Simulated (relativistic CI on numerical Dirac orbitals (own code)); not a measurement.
# d1 to d9 in one octahedral field

Computed with a parametric ligand-field model without spin-orbit coupling, by exact diagonalisation: B = 520, C = 2230, 10Dq = 32900 cm⁻¹ (Oh; |10Dq|/B = 63.3) for every shell. Energies in cm⁻¹; the field energy is (0.6 n_e − 0.4 n_t2) × 10Dq of the ground term; g labels are left out. So small a B with so large a field is typical of 4d and 5d ions, where spin-orbit coupling, left out here, reaches 1,000 to 4,000 cm⁻¹.

| Shell | Ground term | Electrons in e | Field energy | First spin-allowed bands | Lowest term of other spin |
| --- | --- | --- | --- | --- | --- |
| d1 | 2T2 | 0.000 | -13160 | 2E 32900 |  |
| d2 | 3T1 | 0.007 | -26098 | 3T2 31597, 3T1 38095 | 1T2 7737 |
| d3 | 4A2 | 0.000 | -39480 | 4T2 32900, 4T1 38799 | 2E 10872 |
| d4 | ? | ? | ? | ? | ? |
| d5 | 2T2 | 0.022 | -65092 | 2A2 29878, 2T1 30062 | 4T1 22119 |
| d6 | 1A1 | 0.017 | -78407 | 1T1 31191, 1T2 38772 | 3T1 26517 |
| d7 | 2E | 1.011 | -58864 | 2T1 31070, 2T2 31648 | 4T1 22080 |
| d8 | 3A2 | 2.000 | -39480 | 3T2 32900, 3T1 38799 | 1E 8571 |
| d9 | 2E | 3.000 | -19740 | 2T2 32900 |  |

Task: Fill in the row of d4.

Result: Ground term: 3T1; Electrons in e: 0.011; Field energy: -52274; First spin-allowed bands: 3E 30674, 3T1 31230; Lowest term of other spin: 1T2 6776. Low spin: d4, d5, d6, d7; the other shells keep the spin of the free ion. Only d4 to d7 can choose; the field needed to pair spins is smallest for d6 and largest for d5, which loses most exchange energy. In the strong-field picture 10Dq must exceed about 6B + 5C = 14270 (d4), 7.5B + 5C = 15050 (d5), 2.5B + 4C = 10220 (d6) and 4B + 4C = 11000 (d7); mixing of terms shifts these bounds somewhat.
